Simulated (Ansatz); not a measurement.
Input file for Ansatz (a quantum-chemistry and plane-wave program): U-B2PLYP/def2-TZVPP on AsN+, 2S+1 = 2, a spin state set in the input, which need not be the lowest, a point of a bond scan (R = 1.607 Å). Charge +1.

Ansatz 0.2 input:
```yaml
crystal:
  periodic: [false, false, false]
  atoms:
    - {symbol: N, position_ang: [0.00000000, 0.00000000, 0.00000000]}
    - {symbol: As, position_ang: [0.00000000, 0.00000000, 1.60690100]}
basis:
  gaussian:
    orbitals: def2-TZVPP
    pivot_positions_ang: [[0.00000000, 0.00000000, 0.00000000], [0.00000000, 0.00000000, 1.60690100]]
hamiltonian:
  xc: {name: B2PLYP}
total_charge: 1
magnetization: {spin_polarized: true, initial_magnetization: 1}
correlation: {electrons: valence}
output: {orbitals: {seedname: ./end}}
```

The log:

```
WARN ansatz: RAYON_NUM_THREADS=1 ignored (pool sized by the plan → 1); use --threads N
Functional definition: B2PLYP
integrals: 0.03 GiB planned
546 factors; integrals over basis functions are off by at most 3.3e-4 eV
mean field: 0.30 GiB planned
mean field evaluation 1: about -62279.1594 eV, gradient 7.2e1 eV
mean field evaluation 2: about -62279.2968 eV, gradient 7.2e1 eV
mean field evaluation 4: about -62301.8603 eV, gradient 1.8e1 eV
mean field evaluation 8: about -62304.0981 eV, gradient 6.8e-1 eV
mean field evaluation 16: about -62304.2487 eV, gradient 7.7e-2 eV
mean field evaluation 32: about -62304.1958 eV, gradient 4.3e-1 eV
mean field evaluation 64: about -62280.7435 eV, gradient 1.7e1 eV
mean field evaluation 96: about -62289.9483 eV, gradient 1.0e1 eV
mean field evaluation 128: about -62304.2465 eV, gradient 5.2e-1 eV
mean field -62304.24893911 eV, -2289.6389171755 hartree, gradient 1.5e-6 eV, S^2 1.079505; 7 other end points of the search recorded, 0 dependent functions left out
10 core orbitals not correlated
reference -62304.24904523 eV, -2289.6389210753 hartree; 10, 9 occupied and 59, 60 virtual orbitals, 546 factors
second order -13.57391256 eV of doubles, -0.00000000 eV of singles
Total energy: -62307.91400162 eV, -2289.7736057384 hartree
```

The calculation finished and met its thresholds. Its determinant has ⟨S²⟩ = 1.08, a mixture of spin states.

Cost: very roughly 15 core-seconds.
